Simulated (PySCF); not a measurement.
A species of formula C2H12Si4 has this rotational fingerprint, computed with wB97X-D/def2-SVPD in PySCF (dipole) on a GFN2-xTB geometry, gas phase:

```
Rotational constants : A = 1844, B = 1098, C = 898.3 MHz
Dipole components    : |μa| = 1.31 D, |μb| = 0.00 D, |μc| = 0.00 D
Inertial defect      : -171.62 u·Å²
κ                    : -0.58
```

Question: Which structure is it? (One computed conformer of each.)
A. `C[Si]1(C)[SiH2][SiH2][SiH2]1`
B. `[CH3:1][Si@@H:2]1[SiH2:3][CH2:4][SiH2:5][SiH2:6]1` with C1–Si2–Si3–C4 -138°, Si2–Si3–C4–Si5 39°, Si3–C4–Si5–Si6 -40°, C4–Si5–Si6–Si2 21°
C. `[SiH2]1[Si@@H](C)[Si@@H]([SiH3])C1`

Answer: A. It is C[Si]1(C)[SiH2][SiH2][SiH2]1, an asymmetric top, point group C2v. The candidates at the same level (rigid rotor, commonest isotopes):

```tsv
SMILES	A (MHz)	B (MHz)	C (MHz)	μa (D)	μb (D)	μc (D)	Δ (u·Å²)	point group	rotor
C[Si@@H]1[SiH2]C[SiH2][SiH2]1	1787	1246	822.8	0.46	0.12	0.04	-74.13	C1	asymmetric top
C[Si]1(C)[SiH2][SiH2][SiH2]1	1844	1098	898.3	1.31	0.00	0.00	-171.62	C2v	asymmetric top
C[Si@@H]1[SiH2]C[Si@@H]1[SiH3]	1840	1013	768.1	0.14	0.28	0.18	-115.32	C1	asymmetric top
```

`C[Si@@H]1[SiH2]C[SiH2][SiH2]1` has B 13 % too high; `C[Si@@H]1[SiH2]C[Si@@H]1[SiH3]` has C 14 % too low. In the right answer the symmetry axis of this C2v structure is a, so μb and μc vanish by symmetry. No structure here is proved a minimum.
